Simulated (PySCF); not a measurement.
C2H6Si, SMILES C1C[SiH2]1. Atoms are numbered in the order given.

```xyz
9

C      0.0000     0.7762     0.8446
C      0.0000    -0.7762     0.8446
Si     0.0000     0.0000    -0.8364
H      0.9014     1.2541     1.2101
H     -0.9014     1.2541     1.2101
H     -0.9014    -1.2541     1.2101
H      0.9014    -1.2541     1.2101
H      1.2390     0.0000    -1.6331
H     -1.2390     0.0000    -1.6331
```
Charge 0, spin multiplicity 1.

The structure is a stationary point at B3LYP-D3(BJ)/def2-TZVP.

Two levels are set side by side: PBE/pcSseg-1 (PySCF) and B3LYP/pcSseg-1 (PySCF). GIAO shifts against TMS (²⁹Si), TMS (¹H), TMS (¹³C) at the same level; non-relativistic, no solvent, atoms listed together averaged. Differences are taken from unrounded values.

```json
[
 {"quantity": "δ(¹³C) of C1, C2 (ppm)", "B3LYP": "-10.9", "PBE": "-9.4", "PBE minus B3LYP": "1.5"},
 {"quantity": "δ(²⁹Si) of Si3 (ppm)", "B3LYP": "-144.3", "PBE": "-146.8", "PBE minus B3LYP": "-2.5"},
 {"quantity": "δ(¹H) of H4, H5, H6, H7 (ppm)", "B3LYP": "0.35", "PBE": "0.42", "PBE minus B3LYP": "0.07"},
 {"quantity": "δ(¹H) of H8, H9 (ppm)", "B3LYP": "2.67", "PBE": "2.71", "PBE minus B3LYP": "0.03"}
]
```

Rough cost on one machine, each run with all the roots and properties that it gave: B3LYP against PBE within a factor of 2.
